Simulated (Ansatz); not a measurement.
Breaking the Sn1–H2 bond in H2Sn (SMILES [SnH2]) (multiplicity 1 held, fragments rigid). Energies count from the point at 1.780 Å.
Geometry at that point (charge 0, multiplicity 1):
```xyz
3

Sn     0.00659    -0.00056     0.04773
H     -0.17502    -1.25086    -1.20678
H     -0.15443     1.27894    -1.17987
```

Signs of static correlation in def2-SVP, with CASSCF(2,2), from Ansatz (an electronic-structure program) runs.

| R (Å) | T1 of restricted CCSD | ⟨S²⟩ of UHF | largest double amplitude of restricted CCSD | weight of the CASSCF reference in MRCISD | CASSCF natural occupations |
|---|---|---|---|---|---|
| 1.424 | 0.013 | 0.247 | 0.098 | 0.934 | 1.98 0.02 |
| 1.602 | 0.013 | 0.181 | 0.092 | 0.935 | 1.98 0.02 |
| 1.780 | 0.014 | 0.121 | 0.086 | 0.935 | 1.97 0.03 |
| 1.959 | 0.016 | 0.067 | 0.078 | 0.935 | 1.95 0.05 |
| 2.137 | 0.019 | 0.020 | 0.101 | 0.935 | 1.93 0.07 |
| 2.404 | 0.026 | 0.246 | 0.168 | 0.936 | 1.89 0.11 |
| 2.671 | 0.036 | … | 0.248 | 0.935 | 1.82 0.18 |
| 3.116 | 0.064 | 0.874 | 0.395 | 0.935 | 1.66 0.34 |
| 3.561 | 0.099 | 0.963 | 0.570 | 0.935 | 1.46 0.54 |
| 4.095 | 0.135 | 0.997 | … | 0.935 | 1.26 0.74 |
| 4.807 | 0.161 | 1.009 | 0.968 | 0.935 | 1.11 0.89 |
| 5.697 | 0.171 | 1.011 | 1.072 | 0.935 | 1.03 0.97 |

Question: Fill in the missing entries.

Answer: 
- 2.671, ⟨S²⟩ of UHF: 0.614
- 4.095, largest double amplitude of restricted CCSD: 0.777

Doubts at one or more of the structures used: a restricted determinant that unrestricted orbitals would lower (R-CCSD(T)/def2-SVP); T1 above 0.05 (R-CCSD(T)/def2-SVP, U-CCSD(T)/def2-SVP); other coupled-cluster roots lie near (R-CCSD(T)/def2-SVP); a spin-contaminated determinant (U-CCSD(T)/def2-SVP).
